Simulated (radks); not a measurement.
Results of a calculation; reference values are marked as such.
Problem. The mean radii <r> (bohr) of the occupied orbitals of an atom or ion are listed with their occupations. Level of theory: Dirac Kohn-Sham, LDA (Slater exchange, Perdew-Wang correlation), spin-unpolarised, spherical densities, finite nucleus; Fermi nuclear charge, rms radius of each element as measured or else 0.836 A^(1/3) + 0.57 fm (a radial shooting solver on a logarithmic mesh with Libxc functionals).

orbital  occ.      <r>
1s1/2       2  0.07320
2s1/2       2   0.3444
2p1/2       2   0.3064
2p3/2       4   0.3090
3s1/2       2    1.077
3p1/2       2    1.165
3p3/2       4    1.174
4s1/2       2    3.687
3d3/2       1    1.852

Name the element and its charge. Open shells, if any, fill j = l - 1/2 first.

Solution. Z = 21, scandium, charge 0: Sc in [Ar] 3d1 4s2. The 1s radius gives Z: for a bare nucleus <r> = (2 gamma + 1)/(2Z) with gamma = sqrt(1 - (Z/c)^2), 0.07087 bohr for Z = 21, and screening makes it slightly larger (0.07320 here). The occupations add up to 21, and the charge is Z minus that.
